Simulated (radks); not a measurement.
Values are calculated unless marked as measured or tabulated.
The rhodium ion Rh14+, 31 electrons, occupied as [Ar] 3d10 4s2 4p1. Code: a radial shooting solver on a logarithmic mesh with Libxc functionals. Model: non-relativistic Kohn-Sham, PBEsol, spin-polarised, spherical densities, point nucleus; open shells are filled with parallel spins first (spin-orbit coupling, left out, can overturn this in heavy ions); relativity is left out, which matters for an element this heavy.

Unscreened Slater integrals over Kohn-Sham orbitals (hartree). They are taken over the spin-up orbitals. Empty in this configuration: 4d.

| integral | value |
|---|---|
| F0(4p,4p) | 0.98167 |
| F2(4p,4p) | 0.52088 |
| F0(4p,4s) | 0.99570 |
| G1(4p,4s) | 0.68321 |
| F0(4p,3d) | 1.2515 |
| F2(4p,3d) | 0.33360 |
| G1(4p,3d) | 0.11128 |
| G3(4p,3d) | 0.10965 |
| F0(4p,3p) | 1.2374 |
| F2(4p,3p) | 0.35208 |
| G0(4p,3p) | 0.093896 |
| G2(4p,3p) | 0.11371 |
| F0(4p,4d) | 0.95355 |
| F2(4p,4d) | 0.49677 |
| G1(4p,4d) | 0.62884 |
| G3(4p,4d) | 0.39905 |
| F0(4s,4s) | 1.0107 |
| F0(4s,3d) | 1.2770 |
| G2(4s,3d) | 0.11384 |
| F0(4s,3p) | 1.2628 |
| G1(4s,3p) | 0.11721 |
| F0(4s,4d) | 0.96630 |
| G2(4s,4d) | 0.48995 |
| F0(3d,3d) | 2.4993 |
| F2(3d,3d) | 1.2469 |
| F4(3d,3d) | 0.79578 |
| F0(3d,3p) | 2.3730 |
| F2(3d,3p) | 1.1471 |
| G1(3d,3p) | 1.3109 |
| G3(3d,3p) | 0.84354 |
| F0(3d,4d) | 1.2086 |
| F2(3d,4d) | 0.31426 |
| F4(3d,4d) | 0.15222 |
| G0(3d,4d) | 0.10792 |
| G2(3d,4d) | 0.12879 |
| G4(3d,4d) | 0.099106 |
| F0(3p,3p) | 2.2968 |
| F2(3p,3p) | 1.1607 |
| F0(3p,4d) | 1.1882 |
| F2(3p,4d) | 0.31398 |
| G1(3p,4d) | 0.074254 |
| G3(3p,4d) | 0.077694 |
| F0(4d,4d) | 0.92912 |
| F2(4d,4d) | 0.48082 |
| F4(4d,4d) | 0.32707 |

Derived for the open shells (J is the average intra-shell exchange parameter used in DFT+U). 4p: J = F2/5 = 0.1042 hartree.
